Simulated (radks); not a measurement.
The numbers below are computed, except where a source is named.
Excited configurations of Sc I: one electron is placed in a higher orbital outside [Ar] 3d1 4s1. The ground configuration is [Ar] 3d1 4s2. Code: a radial shooting solver on a logarithmic mesh with Libxc functionals. Model: non-relativistic Kohn-Sham, SCAN, spin-unpolarised, spherical densities, point nucleus; meta-GGA in the generalised Kohn-Sham scheme. Excitation = E - E(ground); binding = E(ion) - E, where the ion is the core of charge +1; n* = 1/sqrt(2 binding) in atomic units, and the quantum defect is n - n*.

outer orbital  excitation (eV)  binding (eV)     n*  eigenvalue (eV)  <r> (bohr)
4p                       2.861         4.096  1.823           -2.033       4.843
5p                       5.299         1.657  2.865           -0.942       12.08
5d                       6.022         0.935  3.815           -0.494       20.59
6p                       6.027         0.930  3.826           -0.589       22.12

The Delta-SCF ionisation energy is 6.957 eV (NIST Atomic Spectra Database: 6.561 eV, measured). Self-interaction in the functional shifts the binding energies and quantum defects, so they are the method's values and not measured ones. Spin polarisation and multiplet splitting are left out, so open shells lie too high by an amount that depends on their filling.

Beside tabulated values, note that spin-unpolarised runs miss the spin-polarisation part of the exchange energy of open shells.
